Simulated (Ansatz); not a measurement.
`[SiH3]C=C=C[SiH3]` + H₂Se → `[SiH3][SeH]` + `C=C=C[SiH3]` at 700 K and 1 bar (ligand exchange at the Si–C bond).

Calculated with Ansatz (gas phase, PBE0-D4/def2-TZVP geometries, no zero-point term in ΔE). CCSD(T)/CBS is the MP2 limit (def2-TZVPP, def2-QZVPP) plus CCSD(T) − MP2 in def2-TZVPP, frozen cores. For Se outer-core shells are correlated without core-valence functions, which leaves a few kJ/mol of doubt a bond. Scalar relativity is left out up to krypton.

```csv
species,CCSD(T)/CBS energy (Eh),H − E (kJ/mol),S (J/(mol·K))
`[SiH3]C=C=C[SiH3]`,-697.06408,321.9,510.5
H₂Se,-2401.89790,61.1,251.1
`[SiH3][SeH]`,-2692.20088,133.3,356.0
`C=C=C[SiH3]`,-406.77843,255.6,418.1
```

H − E and S are ideal-gas, rigid-rotor, harmonic terms from PBE0-D4/def2-TZVP, for one conformer and one mirror image of each species. 1 Eh = 2625.50 kJ/mol, R = 8.31446 J/(mol·K).

Task: By hand: ΔE, ΔH, ΔS and ΔG.

Result: ΔE = (-2692.20088) + (-406.77843) − (-697.06408) − (-2401.89790) = -0.01733 Eh = -45.5 kJ/mol. Δ(H − E) = 133.3 + 255.6 − 321.9 − 61.1 = 5.9, so ΔH = -39.6 kJ/mol. ΔS = 356.0 + 418.1 − 510.5 − 251.1 = 12.5 J/(mol·K). ΔG = -39.6 − 700 × (12.5)/1000 = -48.4 kJ/mol.

Task: By hand: the equilibrium constant, and the temperature at which ΔG would vanish if ΔH and ΔS stayed fixed.

Result: log₁₀ K = −ΔG/(RT ln 10) = 3.6. ΔH and −TΔS have one sign here, so there is no such temperature.

The number of gas molecules stays the same, so ΔS is small and ΔH decides. A doubt of 5 kJ/mol in ΔE shifts log₁₀ K by 0.4 here. Other conformers and mirror images would add mixing entropy, several J/(mol·K) or more a flexible species. These are equilibria of isolated gas molecules and say nothing of rates. Largest T1 diagnostic: 0.013 (customary marks: 0.02 for closed shells, 0.045 for open ones).

ΔS is within the doubt of such terms, so its sign, and with it that verdict, could turn.
